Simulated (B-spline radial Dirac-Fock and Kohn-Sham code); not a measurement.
# The Ga-like isoelectronic sequence (31 electrons), Z = 31 to 44

The computed values come from an atomic code on a B-spline grid: Dirac-Fock (average of configuration) total-energy differences with a finite nucleus, the Breit interaction including its frequency dependence, and self-energy and vacuum-polarisation corrections. Binding energies in eV, tabulated ground configurations ([Ar] 3d10 4s2 4p1 throughout). The model has no electron correlation.

```
  ion       1s   2p1/2     4s  outermost level  NIST ionisation energy
   Ga  10375.9  1152.1  11.16        5.44 (4p)                5.999302
  Ge⁺  11122.4  1267.9  22.90       15.14 (4p)                15.93461
 As²⁺  11898.9  1392.0  37.13       27.36 (4p)          28.349 ± 0.012
 Se³⁺  12705.4  1524.2  53.55       41.81 (4p)                  42.947
 Br⁴⁺  13541.7  1664.3  72.06       58.32 (4p)          59.595 ± 0.025
 Kr⁵⁺  14407.9  1812.2  92.56       76.83 (4p)             78.49 ± 0.2
 Rb⁶⁺        ?       ?      ?                ?                       ?
 Sr⁷⁺  16230.4  2131.3  139.4       119.6 (4p)           121.21 ± 0.06
 Zr⁹⁺  18174.0  2481.4  193.8       169.8 (4p)           172.02 ± 0.05
Nb¹⁰⁺  19191.5  2668.1  223.9       197.7 (4p)           200.28 ± 0.06
Mo¹¹⁺  20239.8  2862.7  255.8       227.4 (4p)           230.28 ± 0.06
Tc¹²⁺  21319.1  3065.1  289.5       258.9 (4p)           262.08 ± 0.12
Ru¹³⁺  22429.5  3275.5  325.2       292.2 (4p)            295.9 ± 0.09
```

Problem. Fill in the row of Rb⁶⁺.

Solution. 1s 15304.1, 2p1/2 1967.9, 4s 115.0, outermost 97.26 (4p), NIST 98.67 ± 0.04 eV.

NIST's values are for the lowest levels; a dash marks a value that is missing or belongs to another shell. Their kind here: measured, semi-empirical. Where a p, d or f shell is open in either ion the computed value averages over both j values and all terms, while the table refers to the lowest levels; that difference holds spin-orbit splitting (largest in heavy or highly charged ions), term energies where several electrons share open shells, and correlation, and it can reach 10 % or more.
